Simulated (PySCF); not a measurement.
iodine monochloride (ClI), SMILES ClI.

Geometry optimised at PBE-D3(BJ)/def2-TZVP. The def2 effective core potentials stand for the cores of I; spin–orbit coupling is left out.

These are PySCF with PBE-D3(BJ)/def2-TZVP values and carry that method's errors.

Frequencies are harmonic and unscaled.

| mode | ν (cm⁻¹) | IR (km/mol) | moving atoms (share of kinetic energy) |
|---|---|---|---|
| 1 | 374 | 6.4 | Cl 78 %, I 22 % |
